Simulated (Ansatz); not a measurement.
Consider the formal hydrolysis of the Sn–N bond: `[NH2][Sn][N]([SiH3])[SiH3]` + H₂O → `[NH2][Sn][OH]` + `[SiH3]N[SiH3]`.

Gas-phase electronic energies from Ansatz, PBE0-D4/def2-TZVP geometries. CCSD(T)/CBS is the MP2 limit (def2-TZVPP, def2-QZVPP) plus CCSD(T) − MP2 in def2-TZVPP, frozen cores. This one scheme is used for every species. Functionals use def2-TZVPP. def2 core potentials past Kr. For Sn outer-core shells are correlated without core-valence functions, which leaves a few kJ/mol of doubt a bond. One conformer a species, not always the lowest.

```json
{"level": "PBE", "ΔE (kJ/mol)": "-18.3"}
{"level": "MP2/def2-TZVPP", "ΔE (kJ/mol)": "4.2"}
```

(1) What does CCSD(T)/CBS give? (An estimate is asked.)

Largest T1 diagnostic among the species: 0.017.

## Answers

(1) The calculation gave: +0.4 kJ/mol. The listed levels differ from it by -18.7, 3.8 kJ/mol.

From PBE to PBE0 (25 % exact exchange), in def2-TZVPP and without D4, ΔE moves by +3.4 kJ/mol. The D4 term adds +19.9 kJ/mol with B3LYP and +11.0 kJ/mol with PBE0; it sums over pairs of atoms, weighted by their polarisabilities, and B3LYP, whose exchange is more repulsive, gets the larger term. In def2-TZVPP, CCSD(T) changes the Hartree–Fock value by +29.9 kJ/mol (the triples alone add +5.2 kJ/mol) and MP2 by +34.0 kJ/mol.

B3LYP here is the variant with VWN-RPA as its local correlation; programs differ in this.
